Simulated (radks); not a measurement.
Polarisability of the chromium ion Cr5+, [Ar] 3d1, at imaginary frequency. Method: non-relativistic Kohn-Sham, LDA (Slater exchange, VWN5 correlation), spin-polarised, spherical densities, point nucleus; open shells are filled with parallel spins first; computed with a radial shooting solver on a logarithmic mesh with Libxc functionals. Response by self-consistent Sternheimer equations with the Hartree and adiabatic LDA kernel.

w (hartree)  alpha1(iw) (bohr^3)
0.00266                    1.007
0.0143                     1.007
0.0360                     1.006
0.0697                     1.006
0.118                      1.004
0.186                     0.9996
0.280                     0.9908
0.413                     0.9728
0.605                     0.9375
0.892                     0.8695
1.35                      0.7471
2.12                      0.5547
3.59                      0.3222
6.94                      0.1311
17.5                     0.03148

Static values: alpha1 = 1.007 bohr^3 (0.1492 angstrom^3; uncoupled 1.513). C6 = 1.836, triple-dipole C9 = 1.341 atomic units. One-pole (London) frequency 4 C6 / (3 alpha1^2) = 2.416 hartree, against 2.954 for minus the highest occupied eigenvalue. The dipole shielding factor is 0.792, as the force sum rule N/Z = 0.792 demands.
